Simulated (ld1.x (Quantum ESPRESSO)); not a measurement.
# What one change does to a pseudopotential (bismuth (Bi), TM)

Bi (Z = 83), norm-conserving Troullier–Martins (Kleinman–Bylander form), made with ld1.x (Quantum ESPRESSO) 7.5 (PBEsol, scalar-relativistic). Core [Xe] 4f14 5d10, reference 6s2 6p3. Waves: 6p (bound): rc 2.70 bohr; 6s (bound): rc 1.40 bohr. Local part: the s channel. Core correction: Bessel-smoothed model core inside 1.45 bohr.

Change: wave 6s (bound): rc 1.40 bohr becomes 6s (bound): rc 1.50 bohr.

Cutoffs: the cutoffs (Ry, on a coarse ladder) from which the occupation-weighted sum of valence levels, in a spherical-Bessel basis at the reference potential, stays within 10 and 1 mRy of its value at 400 Ry; they do not see the model core or the augmentation charge, which bear on the density cutoff. Errors are all-electron minus pseudo energies relative to the spin-unpolarised reference configuration.

What does the change do?

The potential gets softer (110 Ry and 180 Ry → 55 Ry and 140 Ry); of the 7 tests that both files solve, the error grows in 0 and shrinks in 1 by more than 15 % and 0.3 meV (median size 69.5 → 68.4 meV); neither file shows a bound ghost. A larger radius leaves more room for a smooth pseudo-wave, so fewer plane waves are needed.

| quantity | base | changed |
| --- | --- | --- |
| cutoff, loose | 110 Ry | 55 Ry |
| cutoff, tight | 180 Ry | 140 Ry |
| loose cutoff by channel (10 mRy a level) | p 8 Ry, s 90 Ry | p 8 Ry, s 35 Ry |
| bound ghosts | none | none |
| error for 6s2 6p2, meV [ΔE 7.95 eV] | -12 | -12 |
| error for 6s2 6p1, meV [ΔE 23.24 eV] | -74 | -75 |
| error for 6s2 6p0, meV [ΔE 46.60 eV] | -252 | -262 |
| error for 6s2 6p2.5, meV [ΔE 3.11 eV] | -2.8 | -2.7 |
| error for 6s1 6p0, meV [ΔE 92.07 eV] | -775 | -872 |
| error for 6s1 6p3, meV [ΔE 18.81 eV] | -69 | -68 |
| error for 6s1 6p4, meV [ΔE 10.12 eV] | -45 | -38 |
| s: phases at 2.97 bohr within 0.05 rad from the reference energy up to (Ry; the scan ends near 5) | -0.1 | 0.7 |
| p: phases at 2.97 bohr within 0.05 rad from the reference energy up to (Ry; the scan ends near 5) | 2.9 | 2.7 |
